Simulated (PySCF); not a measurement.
**MRb for M along group 14**

r²SCAN with double-zeta basis sets in PySCF, for the lowest determinant that a PBE0 search found; no spin–orbit coupling. De refers to high-spin ground-configuration atoms. A positive dipole means M(−)Rb(+).

```
 M      basis  state (unpaired electrons)  Re (Å)  ωe (cm⁻¹)  De (eV)  μ (D)
 C  def2-SVPD         quartet (σ ↑, π ↑↑)   2.719        321     2.24   9.41
Si   def2-SVP         quartet (σ ↑, π ↑↑)   3.243        172     1.68  10.63
Ge   def2-SVP         quartet (σ ↑, π ↑↑)   3.269        122     1.61  10.52
Pb   def2-SVP         quartet (σ ↑, π ↑↑)   3.498       87.4     1.34  10.55
```

The shortest bond is that of RbC (2.719 Å), the longest that of RbPb (3.498 Å). RbC is bound most strongly (2.24 eV) and RbPb least (1.34 eV).

The rows differ in basis set, which adds steps of its own.

Down a group the atoms grow and get heavier, so bonds lengthen and wavenumbers fall; this series shows no clear exception.

Spin–orbit coupling is left out, which matters for elements this heavy, above all for dissociation energies. States were picked by a PBE0 search and need not be the measured ground states.
